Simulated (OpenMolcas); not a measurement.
**Lines of neutral silicon: computed and rescaled rates**

```json
{
 "Program": "OpenMolcas 26.06",
 "Method": "SS-CASPT2, IPEA 0.25 Eh, imaginary shift 0.1 Eh (closed shells correlated: 2s 2p)",
 "Basis": "ANO-RCC-VTZP [5s4p2d1f]",
 "Scalar Hamiltonian": "DKH2, point nucleus",
 "Active space": "4 electrons in 8 orbitals (3s 3p 4s 4p)",
 "State averaging": "2S+1 = 3 even, 3 roots; 2S+1 = 1 even, 6 roots; 2S+1 = 5 odd, 1 root; 2S+1 = 3 odd, 8 roots",
 "Spin-orbit coupling": "state interaction with AMFI integrals over the reference wave functions, term energies averaged over their components"
}
```

Rates come from the transition moments of the reference wave functions (E1 and E2 in the length form). At fixed line strength A goes as λ^-3 for E1 and M1 and as λ^-5 for E2, so a rate at the computed wavelength can be rescaled to the measured one. Measured vacuum wavelengths follow from level energies in NIST Handbook of Basic Atomic Spectroscopic Data. Branching counts decays inside the model space alone, at computed energies, and the table is only a selection of the E2 and M1 lines, drawn from those between levels with measured partners whose computed energy lies within a factor of 1.5 of the measured one.

| Upper | Lower | Type | λ computed (nm) | λ measured (nm) | A computed (s-1) | A rescaled (s-1) | Branching % |
| --- | --- | --- | --- | --- | --- | --- | --- |
| 3s2 3p2 1S0 | 3s2 3p2 1D2 | E2 | 1269 | 1099 | 5.23e-01 | 1.07e+00 | 95.5 |
| 3s2 3p2 1S0 | 3s2 3p2 3P1 | M1 | 700 | 652.9 | 2.38e-02 |  | 4.3 |
| 3s2 3p2 1D2 | 3s2 3p2 3P2 | M1 | 1591 | 1646 | 1.86e-03 |  | 73.1 |
| 3s2 3p2 1D2 | 3s2 3p2 3P1 | M1 | 1561 | 1607 | 6.57e-04 |  | 25.8 |
| 3s2 3p2 3P2 | 3s2 3p2 3P1 | M1 | 82960 | 68470 | 2.37e-05 | 4.22e-05 | 100.0 |
| 3s2 3p2 1D2 | 3s2 3p2 3P2 | E2 | 1591 | 1646 | 2.27e-05 |  | 0.9 |

Spin-changing lines and M1 lines between different terms are not rescaled, since their strength hangs on the term gaps too.

The largest correction is for 3s2 3p2 1S0 → 3s2 3p2 1D2 (E2): 5.23e-01 × (1269 / 1099)^5 = 1.07e+00 s-1, a factor of 2.05.

No measured rate stands beside these. Rescaling mends the energy factor alone: line strengths can still be far off where a level mixes with configurations outside the active space, and weak or spin-changing lines hang on small mixing coefficients that depend on the term gaps too, so rescaling need not improve them.

CASPT2 does not keep the components of a term degenerate, so their means are used; among the terms shown or strongly mixed into the levels shown the widest spread is 72 cm-1 (3s2 3p2 1D). Over all roots computed the reference weight is 0.87 to 0.98; the roots of lowest weight are the least certain, and an intruder state may touch them. Active for correlation alone: 4p 4s; no level in the range computed is led by a configuration that fills them, so any true level of that kind is missing. Measured partners are found by configuration, term and J. A level has none where our copy of the source lacks it or the pairing is in doubt (some pairs that miss far off the trend of their configuration count as doubtful). Levels of configurations outside the active space are missing.
